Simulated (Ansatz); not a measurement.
Ansatz results at the PBE0-D4/def2-TZVP geometry: LUMO energy (ωB97M-V/def2-TZVPP) -0.07 eV; HOMO energy (ωB97M-V/def2-TZVPP) -9.78 eV; size of the dipole moment (ωB97M-V/def2-TZVPP) 1.83 D.

Each molecule was computed in one conformer, which needn't be the lowest.

(1) Which molecule gave them?
A. `BS[C](C)(F)[GaH2]`
B. `C[SiH2][SiH]1C=N1`
C. `CN=C=[C](C)[AlH2]`
D. `C=[C]([AlH2])C(C)=N`

Results:

(1) D. The others give `CN=C=[C](C)[AlH2]`: 0.34, -8.57, 1.62; `BS[C](C)(F)[GaH2]`: 0.25, -9.43, 1.73; `C[SiH2][SiH]1C=N1`: 0.90, -8.66, 1.82.
